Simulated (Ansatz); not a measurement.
Calculated with Ansatz (gas phase, PBE0-D4/def2-TZVP geometries, no zero-point term in ΔE). CBS: MP2 limit from def2 TZ/QZ plus the TZ coupled-cluster correction, frozen cores. This one scheme is used for every species. Functionals use def2-TZVPP. One conformer a species, not always the lowest.

Reaction (redistribution): `N[SiH2][SiH2]N` + `[SiH3]C(Cl)Cl` → `N[SiH2]C(Cl)Cl` + `N[SiH2][SiH3]`

`N[SiH2][SiH2]N`:

Cartesian coordinates in Å:
```
N 0.014 0.092 -1.855
Si 0.508 -1.092 -0.695
Si -0.062 -0.147 1.381
N -0.573 1.459 0.996
H -0.883 0.533 -1.721
H 0.202 -0.049 -2.835
H -0.107 -2.448 -0.846
H 1.976 -1.292 -0.846
H 1.080 -0.256 2.343
H -1.207 -0.846 2.030
H -0.021 1.979 0.330
H -0.927 2.066 1.719
```

`[SiH3]C(Cl)Cl`:

Z-matrix (Å, degrees):
```
Si
C 1 1.897
H 1 1.484 2 108.3
H 1 1.484 2 108.3 3 119.6
H 1 1.480 2 107.7 3 -120.2
Cl 2 1.776 1 109.4 3 -178.5
Cl 2 1.776 1 109.4 3 59.0
H 2 1.088 1 113.4 3 -59.7
```

`N[SiH2]C(Cl)Cl`:

Z-matrix (Å, degrees):
```
Si
C 1 1.904
N 1 1.705 2 114.3
H 1 1.483 2 106.4 3 -119.2
H 1 1.480 2 104.5 3 121.2
Cl 2 1.779 1 109.3 3 -57.2
Cl 2 1.776 1 108.4 3 -179.1
H 2 1.089 1 114.5 3 61.9
H 3 1.006 1 121.5 2 67.3
H 3 1.006 1 121.5 2 -85.7
```

`N[SiH2][SiH3]`:

Z-matrix (Å, degrees):
```
Si
Si 1 2.341
N 1 1.724 2 108.6
H 1 1.497 2 108.1 3 -126.1
H 1 1.488 2 110.7 3 117.7
H 2 1.489 1 110.3 3 173.7
H 2 1.491 1 110.1 3 54.6
H 2 1.488 1 111.4 3 -65.4
H 3 1.008 1 119.6 2 167.4
H 3 1.007 1 119.6 2 -50.6
```

(1) Is it downhill or uphill in electronic energy at CCSD(T)/CBS, and by how much? (Best estimate.)

(2) What do these levels give: PBE-D4, r2SCAN-D4, HF/def2-TZVPP, SCS-MP2/def2-TZVPP, SCS-MP2/def2-QZVPP, MP2/CBS(def2)? (Best estimate.)

Largest T1 diagnostic among the species: 0.011.

Answers

(1) Computed: Downhill: ΔE = -4.9 kcal/mol.

(2) Computed: PBE-D4 -4.9, r2SCAN-D4 -5.4, HF/def2-TZVPP -5.5, SCS-MP2/def2-TZVPP -4.7, SCS-MP2/def2-QZVPP -4.8, MP2/CBS(def2) -4.9 kcal/mol.
